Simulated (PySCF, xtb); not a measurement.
disilanyl(fluoro)silane (FH7Si3), SMILES F[SiH2][SiH2][SiH3]. Other conformers were not sampled.

Harmonic wavenumbers (cm⁻¹) from GFN2-xTB in xtb at its own minimum, in rising order: 22, 31, 80, 170, 325, 375, 398, 438, 461, 499, 569, 597, 623, 717, 780, 792, 800, 812, 821, 842, 2141, 2145, 2223, 2229, 2245, 2253, 2280.

Q: What does PBE-D3(BJ)/def2-SVP in PySCF give at its own minimum? (The exact figures need the calculation; the answer reports its results.)

A: 9, 80, 125, 211, 310, 389, 394, 444, 482, 557, 656, 665, 711, 814, 824, 863, 880, 902, 904, 916, 2142, 2154, 2155, 2159, 2171, 2172, 2180. Paired by order, the mean absolute difference is 54 cm⁻¹ and the zero-point energies are 36.7 and 37.6 kcal/mol.
